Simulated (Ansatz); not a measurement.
Job for Ansatz (a program for electronic structure): R-wB97X-V/def2-TZVPP on AlH4 (SMILES [AlH4-]). Charge -1.

Ansatz 0.2 input:
```yaml
crystal:
  periodic: [false, false, false]
  atoms:
    - {symbol: Al, position_ang: [-0.00000000, -0.00000000, 0.00000000]}
    - {symbol: H, position_ang: [0.62820421, 1.22679791, -0.89021472]}
    - {symbol: H, position_ang: [-1.12561889, 0.59563978, 1.03457783]}
    - {symbol: H, position_ang: [1.19848945, -0.72536706, 0.85417888]}
    - {symbol: H, position_ang: [-0.70107477, -1.09707063, -0.99854199]}
basis:
  gaussian:
    orbitals: def2-TZVPP
hamiltonian:
  xc: {name: wB97X-V}
total_charge: -1
accuracy: high
relax: {f_tol: 0.0005, max_steps: 60}
scf: {lower_state_search: off}
output: {forces: true}
```

Task: Give the final energy of this run.

Result: -244.8113 hartree.

Task: How many basis functions does it have, and what does it roughly cost on one machine?

Result: 98 functions; about 30 core-seconds (a rough figure).
